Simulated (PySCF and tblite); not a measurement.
Results of a calculation; reference values are marked as such.
C8H7ClO, numbered as in [OH:1][C@@H:2]1[CH2:3][c:4]2[cH:5][cH:6][c:7]([Cl:8])[cH:9][c:10]21.

Free energies: PBE0-D3(BJ)/pcSseg-1 on GFN2-xTB structures plus GFN2-xTB thermal terms, symmetry and mirror images included. Conformers within 2.5 kcal/mol (GFN2-xTB free energy) were kept, 2 at most. (PySCF 2.14, tblite 0.8.)

Torsions listed: H1–O1–C2–C3. The 4-ring runs over atoms 2–3–4–10.

```json
{"conformer": "1", "shape": "4-ring flat; 164°", "symmetry": "C1", "E(GFN2) kcal/mol": "1.75"}
{"conformer": "2", "shape": "4-ring flat; 56°", "symmetry": "C1", "E(GFN2) kcal/mol": "0.00"}
```

(1) Which of these conformers is the most populated at 298.15 K, and with what share?

(2) Give the DFT energies and free energies relative to the lowest, and all weights.

(3) How does its share change from 250 K to 350 K?

The cap on conformers cut off some of the population, so the set may be incomplete.

## Answers

(1) Conformer 2, about 91 %.

(2) 
| conformer | shape | E(DFT) kcal/mol | G(298.15 K) kcal/mol | weight % |
| --- | --- | --- | --- | --- |
| 1 | 4-ring flat; 164° | 1.69 | 1.38 | 8.8 |
| 2 | 4-ring flat; 56° | 0.00 | 0.00 | 91.2 |

(3) From 94 % to 87 %; the mixing entropy goes from 0.42 to 0.75 cal/(mol K).
